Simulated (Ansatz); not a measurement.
Total energies of C2H7BSi, SMILES `B1CC[SiH2]1`.

Cartesian coordinates in Å:
```
B -0.880 -1.077 0.013
C -1.000 0.482 -0.149
C 0.484 0.876 -0.398
Si 1.074 -0.745 0.412
H -1.704 -1.926 -0.144
H -1.299 0.816 0.862
H -1.746 0.908 -0.828
H 0.706 0.861 -1.468
H 0.797 1.843 -0.002
H 2.238 -1.474 -0.170
H 1.331 -0.565 1.872
```

Total charge 0; spin multiplicity 1. Geometry: relaxed with PBE0-D4/def2-TZVP. Basis def2-TZVPP, Ansatz.

RPA on PBE orbitals: Hartree–Fock energy of these orbitals -393.37248 Eh, correlation -1.00690 Eh (frozen core).

| functional | energy without D4 (Eh) | D4 term (kJ/mol) |
| --- | --- | --- |
| HSE06 (plane-wave form) | -394.48111 | -16.3 |
| B2PLYP | -394.52357 | – |

**Question.** Give the same for LDA (SPW92), PBE, revPBE, BLYP, r2SCAN, B97M-V, PBE0, B3LYP, r2SCANh, r2SCAN0, BHLYP, CAM-B3LYP, LC-ωPBE, ωB97X-V, ωB97M-V, PBE-QIDH. (Estimate.)

**Answer.** Ansatz gave: 
```
 functional  energy without D4 (Eh)  D4 term (kJ/mol)
LDA (SPW92)              -392.53320                 –
        PBE              -394.44127             -21.0
     revPBE              -394.66081             -66.7
       BLYP              -394.68124             -46.9
     r2SCAN              -394.65562              -5.0
     B97M-V              -394.69549                 –
       PBE0              -394.49503             -17.5
      B3LYP              -394.78472             -34.0
    r2SCANh              -394.65171              -5.3
    r2SCAN0              -394.64669              -5.8
      BHLYP              -394.68869             -25.5
  CAM-B3LYP              -394.68985             -17.7
    LC-ωPBE              -394.59140                 –
    ωB97X-V              -394.68229                 –
    ωB97M-V              -394.66614                 –
   PBE-QIDH              -394.39289                 –
```

B3LYP takes the VWN-RPA correlation (the form of Gaussian; ORCA's B3LYP/G). HSE06 is the plane-wave form, built on full-range PBE exchange. The double hybrids freeze the cores in their second-order part.

LC-ωPBE has ω = 0.4 bohr⁻¹.
